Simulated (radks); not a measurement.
Q: These are the eigenvalues of the occupied orbitals of an atom or ion with whole-number occupations (eV). All-electron calculation, Dirac Kohn-Sham, B86b exchange with PBE correlation, spin-unpolarised, spherical densities, point nucleus. Program: a radial shooting solver on a logarithmic mesh with Libxc functionals.

1s1/2: -11739.59
2s1/2: -1507.772
2p1/2: -1349.352
2p3/2: -1312.771
3s1/2: -211.5760
3p1/2: -158.3422
3p3/2: -153.3159
3d3/2: -62.3033
3d5/2: -61.5720
4s1/2: -33.4339
4p1/2: -22.9268

Which element is it, and in what charge state? The configuration may be excited. Open shells, if any, fill j = l - 1/2 first.

A: Z = 33, arsenic, charge +2: As2+ in [Ar] 3d10 4s2 4p1. The list shows which subshells hold electrons but not how many an open one holds; the 1s level, -431.42 hartree, gives Z - s = 29.4 by -(Z - s)^2/2, which with screening and relativity narrows Z to a few neighbours, and the depths of the outer levels then fix element, charge and occupations together.
